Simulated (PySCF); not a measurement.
C2H3O2 (SMILES CO[C-]=O), charge -1, singlet, geometry from GFN2-xTB (in this run its highest filled SCF level lies above zero, so its values depend strongly on the basis, on diffuse functions most of all); HF/STO-3G run with PySCF.

Input for PySCF:
```python
from pyscf import gto, scf

mol = gto.Mole()
mol.atom = '''
    C    -1.154129   -0.133685   -0.004759
    O    -0.726708   -1.119467    0.601489
    O     0.009632    0.801733   -0.467424
    C     1.286913    0.412188   -0.148326
    H     1.794436    1.158845    0.491028
    H     1.240270   -0.545558    0.407536
    H     1.905198    0.257566   -1.052575
'''
mol.basis = 'sto-3g'
mol.charge = -1
mol.spin = 0
mol.verbose = 3
mol.build()

mf = scf.RHF(mol)
mf.kernel()
mo_i, mo_e, stable_i, stable_e = mf.stability(internal=True, external=True, return_status=True, nroots=6, tol=1e-6)
print('internally stable:', stable_i, ' externally stable:', stable_e)
if not stable_e:
    umf = mf.to_uhf() if not hasattr(mf, 'xc') else mf.to_uks()
    umf.scf_summary = {}
    umf.kernel(umf.make_rdm1(mo_e, umf.mo_occ))
mf.analyze()
```

What does PySCF print? Leave out banner, timings and long lists.


```
converged SCF energy = -224.015782832991
<class 'pyscf.scf.hf.RHF'> wavefunction is stable in the internal stability analysis
<class 'pyscf.scf.hf.RHF'> wavefunction is stable in the real -> complex stability analysis
<class 'pyscf.scf.hf.RHF'> wavefunction is stable in the RHF/RKS -> UHF/UKS stability analysis
internally stable: True  externally stable: True
**** MO energy ****
MO #1   energy= -19.8832124007521  occ= 2
MO #2   energy= -19.8475690394598  occ= 2
MO #3   energy= -10.8365857739686  occ= 2
MO #4   energy= -10.6358746665322  occ= 2
MO #5   energy= -1.00490047253164  occ= 2
MO #6   energy= -0.930747427704539 occ= 2
MO #7   energy= -0.625252192860297 occ= 2
MO #8   energy= -0.363921178807294 occ= 2
MO #9   energy= -0.339307796286538 occ= 2
MO #10  energy= -0.321198599845333 occ= 2
MO #11  energy= -0.21969120414189  occ= 2
MO #12  energy= -0.129071027112149 occ= 2
MO #13  energy= -0.11402915368953  occ= 2
MO #14  energy= -0.0577026910498561 occ= 2
MO #15  energy= -0.0186410008748492 occ= 2
MO #16  energy= 0.0831961617517374 occ= 2
MO #17  energy= 0.671440096202742  occ= 0
MO #18  energy= 0.838848960783295  occ= 0
MO #19  energy= 0.911361503747371  occ= 0
MO #20  energy= 0.920005567108581  occ= 0
MO #21  energy= 0.957436411192844  occ= 0
MO #22  energy= 1.04566960123383   occ= 0
MO #23  energy= 1.3005136761999    occ= 0
 ** Mulliken atomic charges  **
charge of    0C =     -0.19224
charge of    1O =     -0.38525
charge of    2O =     -0.33309
charge of    3C =     -0.03263
charge of    4H =     -0.03356
charge of    5H =      0.01032
charge of    6H =     -0.03356

WARN: System has nonzero charge -1; the dipole moment is origin-dependent.
Location of origin: [0. 0. 0.]

Dipole moment(X, Y, Z, Debye):  3.04999,  0.21911,  0.09092
```
